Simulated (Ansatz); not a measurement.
Consider the isomerisation: `OC(F)[SiH2][SiH3]` → `C[SiH2][SiH](O)F`.

Isolated molecules relaxed with PBE0-D4/def2-TZVP in Ansatz; ΔE leaves out vibrations. CCSD(T)/CBS adds triple-zeta CCSD(T) − MP2 to the extrapolated MP2 energy (def2 sets, frozen cores). One conformer a species, not always the lowest.

```tsv
level	ΔE (kcal/mol)
HF/def2-TZVPP	-96.1
CCSD/CBS(def2)	-96.9
```

(1) What does CCSD(T)/CBS give? (Best estimate.)

Largest T1 diagnostic among the species: 0.013.

Answers

(1) Ansatz gave: -96.1 kcal/mol. The listed levels differ from it by 0.0, -0.8 kcal/mol.

From PBE to PBE0 (25 % exact exchange), in def2-TZVPP and without D4, ΔE moves by −3.2 kcal/mol.
